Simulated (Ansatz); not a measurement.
`FC1=CS[SiH2]1` + H₂ → `C1=CS[SiH2]1` + H–F at 600 K and 1 bar (hydrogenolysis of a C–F bond).

Computed with Ansatz on PBE0-D4/def2-TZVP structures; ΔE is electronic, products minus reactants. CCSD(T)/CBS adds triple-zeta CCSD(T) − MP2 to the extrapolated MP2 energy (def2 sets, frozen cores). This one scheme is used for every species.

```tsv
species	CCSD(T)/CBS energy (Eh)	H − E (kJ/mol)	S (J/(mol·K))
`FC1=CS[SiH2]1`	-864.52004	163.2	391.9
H₂	-1.17544	43.9	150.8
`C1=CS[SiH2]1`	-765.34512	177.9	363.5
H–F	-100.39570	42.3	194.0
```

H − E and S are ideal-gas, rigid-rotor, harmonic terms from PBE0-D4/def2-TZVP. The MP2-based limit puts H₂ 0.8 mEh under its directly extrapolated value; such offsets cancel only in part. 1 Eh = 2625.50 kJ/mol, R = 8.31446 J/(mol·K).

Problem. By hand: ΔE, ΔH, ΔS and ΔG.

Solution. ΔE = (-765.34512) + (-100.39570) − (-864.52004) − (-1.17544) = -0.04534 Eh = -119.0 kJ/mol. Δ(H − E) = 177.9 + 42.3 − 163.2 − 43.9 = 13.1, so ΔH = -105.9 kJ/mol. ΔS = 363.5 + 194.0 − 391.9 − 150.8 = 14.8 J/(mol·K). ΔG = -105.9 − 600 × (14.8)/1000 = -114.8 kJ/mol.

Problem. By hand: the equilibrium constant, and the temperature at which ΔG would vanish if ΔH and ΔS stayed fixed.

Solution. log₁₀ K = −ΔG/(RT ln 10) = 10.0. ΔH and −TΔS have one sign here, so there is no such temperature.

The number of gas molecules stays the same, so ΔS is small and ΔH decides. A doubt of 5 kJ/mol in ΔE shifts log₁₀ K by 0.4 here. These are equilibria of isolated gas molecules and say nothing of rates. Largest T1 diagnostic: 0.014 (customary marks: 0.02 for closed shells, 0.045 for open ones).
